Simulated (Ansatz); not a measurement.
Cost and result for the atomization energy of C₃H₇Al, SMILES `C=[C](C)[AlH2]` (11 atoms, 10 bonds).

```csv
atom,x (Å),y (Å),z (Å)
C1,0.8316,-0.9823,-0.7398
C2,0.1212,-0.0778,-0.0559
C3,0.8047,0.9413,0.8080
Al4,-1.8083,-0.2121,-0.2831
H5,0.3590,-1.7299,-1.3722
H6,1.9215,-1.0176,-0.6988
H7,0.5629,1.9594,0.4871
H8,0.4727,0.8662,1.8483
H9,1.8937,0.8302,0.7908
H10,-2.3510,-1.3540,-1.2443
H11,-2.8080,0.7766,0.4600
```

The species carries charge 0 and has multiplicity 1. The structure was optimised at the PBE0-D4/def2-TZVP level. Program: Ansatz. All runs use 2 threads of an Arm Neoverse V2 on a shared host. Times are those of one run each, without the atoms' runs, and a repeat can differ threefold. Electronic energies, without spin–orbit coupling; frozen cores. CCSD(T)/CBS adds CCSD(T) − MP2 in def2-TZVPP to the MP2 limit, and its time is that of the two runs behind it. T1 = 0.010. B3LYP takes the VWN-RPA correlation (the form of Gaussian; ORCA's B3LYP/G). HSE06 is the plane-wave form, built on full-range PBE exchange.

CCSD(T)/CBS is a level of theory with its own doubt, some kJ/mol a heavy atom from the limit and from the frozen cores, so smaller differences don't rank the functionals.

```json
{"level": "LDA (SPW92)/def2-TZVPP", "functions": "233", "wall time": "1.4 s", "atomization (kcal/mol)": "1079.8", "difference from CCSD(T)/CBS": "118.7", "per bond": "11.9"}
{"level": "revPBE-D4/def2-TZVPP", "functions": "233", "wall time": "2.3 s", "atomization (kcal/mol)": "955.3", "difference from CCSD(T)/CBS": "-5.8", "per bond": "-0.6"}
{"level": "PBE-D4/def2-TZVPP (with forces)", "functions": "233", "wall time": "2.9 s", "atomization (kcal/mol)": "973.9", "difference from CCSD(T)/CBS": "12.8", "per bond": "1.3"}
{"level": "CCSD(T)/def2-SVP", "functions": "95", "wall time": "2.9 s", "atomization (kcal/mol)": "923.2", "difference from CCSD(T)/CBS": "-37.9", "per bond": "-3.8"}
{"level": "PBE0-D4/def2-TZVPP", "functions": "233", "wall time": "3 s", "atomization (kcal/mol)": "963.3", "difference from CCSD(T)/CBS": "2.2", "per bond": "0.2"}
{"level": "HSE06-D4/def2-TZVPP", "functions": "233", "wall time": "3.3 s", "atomization (kcal/mol)": "963.9", "difference from CCSD(T)/CBS": "2.8", "per bond": "0.3"}
{"level": "B3LYP-D4/def2-TZVPP (with forces)", "functions": "233", "wall time": "4.7 s", "atomization (kcal/mol)": "962.8", "difference from CCSD(T)/CBS": "1.7", "per bond": "0.2"}
{"level": "B2PLYP/def2-TZVPP", "functions": "233", "wall time": "6 s", "atomization (kcal/mol)": "952.6", "difference from CCSD(T)/CBS": "-8.5", "per bond": "-0.9"}
{"level": "B97M-V/def2-TZVPP", "functions": "233", "wall time": "11 s", "atomization (kcal/mol)": "969.8", "difference from CCSD(T)/CBS": "8.7", "per bond": "0.9"}
{"level": "ωB97M-V/def2-TZVPP (with forces)", "functions": "233", "wall time": "12 s", "atomization (kcal/mol)": "963.6", "difference from CCSD(T)/CBS": "2.5", "per bond": "0.2"}
{"level": "MP2/def2-QZVPP", "functions": "451", "wall time": "23 s", "atomization (kcal/mol)": "960.4", "difference from CCSD(T)/CBS": "-0.7", "per bond": "-0.1"}
{"level": "CCSD(T)/def2-TZVPP", "functions": "233", "wall time": "5.1 min", "atomization (kcal/mol)": "940.3", "difference from CCSD(T)/CBS": "-20.8", "per bond": "-2.1"}
{"level": "CCSD(T)/CBS(def2)", "functions": "–", "wall time": "5.5 min", "atomization (kcal/mol)": "961.1", "difference from CCSD(T)/CBS": "0.0", "per bond": "0.0"}
```

The D4 term adds +7.5 kcal/mol with B3LYP and +3.9 kcal/mol with PBE0; it sums over pairs of atoms, weighted by their polarisabilities, and B3LYP, whose exchange is more repulsive, gets the larger term. In def2-TZVPP, CCSD(T) changes the Hartree–Fock value by +211.2 kcal/mol (the triples alone add +11.8 kcal/mol) and MP2 by +219.0 kcal/mol; breaking electron pairs costs correlation energy, which Hartree–Fock lacks. From r2SCAN to r2SCAN0 (25 % exact exchange), in def2-TZVPP and without D4, the atomization energy moves by −9.7 kcal/mol: exact exchange takes away binding that semilocal exchange gives to molecules.
